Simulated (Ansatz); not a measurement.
`c1csc(-c2cnc(-c3cnc(-c4cnc(-c5cncs5)s4)s3)s2)n1` with charge -1. Total charge -1; doublet. Geometry r2SCAN-D4/def2-SVP, that of the neutral singlet; atoms count from 1.

Cartesian coordinates in Å:
```
C -1.481 4.545 -6.730
C -1.757 3.293 -7.234
S -1.522 2.107 -6.008
C -1.067 3.393 -4.895
C -0.693 3.141 -3.525
C -0.317 4.092 -2.582
N -0.008 3.627 -1.355
C -0.127 2.317 -1.286
C 0.140 1.560 -0.094
C 0.554 2.074 1.133
N 0.747 1.180 2.121
C 0.498 -0.051 1.720
C 0.624 -1.201 2.573
C 1.015 -1.196 3.910
N 1.065 -2.397 4.520
C 0.721 -3.372 3.707
C 0.686 -4.759 4.097
C 0.996 -5.273 5.351
N 0.889 -6.620 5.480
C 0.505 -7.171 4.363
S 0.240 -6.065 3.042
S 0.303 -2.836 2.081
S -0.008 -0.167 0.036
S -0.647 1.566 -2.792
N -1.098 4.594 -5.428
H -1.554 5.470 -7.308
H -2.077 3.016 -8.238
H -0.270 5.159 -2.810
H 0.717 3.142 1.297
H 1.271 -0.279 4.445
H 1.307 -4.647 6.189
H 0.348 -8.243 4.219
```

Single mean-field runs in def2-TZVP are fitted with def2-universal-jkfit.

Q: Estimate the Mulliken populations of the heavy atoms from the PBE0/def2-TZVP orbitals of Ansatz.

A: 
| atom | charge (e) | spin (α − β) |
| --- | --- | --- |
| C1 | -0.10 | -0.03 |
| C2 | -0.21 | 0.06 |
| S3 | -0.01 | 0.03 |
| C4 | 0.07 | -0.01 |
| C5 | 0.08 | 0.08 |
| C6 | -0.14 | -0.03 |
| N7 | -0.22 | 0.04 |
| C8 | 0.13 | 0.06 |
| C9 | 0.00 | 0.04 |
| C10 | -0.15 | 0.03 |
| N11 | -0.22 | -0.01 |
| C12 | 0.16 | 0.14 |
| C13 | -0.03 | -0.02 |
| C14 | -0.16 | 0.10 |
| N15 | -0.21 | -0.05 |
| C16 | 0.20 | 0.18 |
| C17 | -0.07 | -0.06 |
| C18 | -0.19 | 0.13 |
| N19 | -0.20 | -0.05 |
| C20 | -0.12 | 0.13 |
| S21 | -0.02 | 0.03 |
| S22 | -0.07 | 0.06 |
| S23 | -0.07 | 0.07 |
| S24 | -0.06 | 0.06 |
| N25 | -0.24 | 0.05 |
Mulliken values and Mayer orders depend strongly on the basis.

Q: Where does the spin sit?

A: Summed by element: C 0.80, S 0.25, N -0.03, H -0.02, of 1 unpaired in all. Largest on single atoms: C16 0.18, C12 0.14, C18 0.13.

Q: And the Mayer bond orders between bonded heavy atoms (over 0.3)?

A: C1–C2 1.65 (1.38 Å); C1–N25 1.35 (1.36 Å); C2–S3 1.21 (1.72 Å); S3–C4 1.27 (1.76 Å); C4–C5 1.04 (1.44 Å); C4–N25 1.60 (1.31 Å); C5–C6 1.47 (1.39 Å); C5–S24 1.17 (1.74 Å); C6–N7 1.44 (1.35 Å); N7–C8 1.50 (1.32 Å); C8–C9 1.10 (1.44 Å); C8–S24 1.24 (1.76 Å); C9–C10 1.43 (1.39 Å); C9–S23 1.18 (1.74 Å); C10–N11 1.47 (1.35 Å); N11–C12 1.48 (1.32 Å); C12–C13 1.09 (1.44 Å); C12–S23 1.22 (1.76 Å); C13–C14 1.44 (1.39 Å); C13–S22 1.20 (1.74 Å); C14–N15 1.44 (1.35 Å); N15–C16 1.51 (1.32 Å); C16–C17 1.05 (1.44 Å); C16–S22 1.21 (1.76 Å); C17–C18 1.52 (1.39 Å); C17–S21 1.21 (1.74 Å); C18–N19 1.37 (1.36 Å); N19–C20 1.67 (1.30 Å); C20–S21 1.26 (1.74 Å).
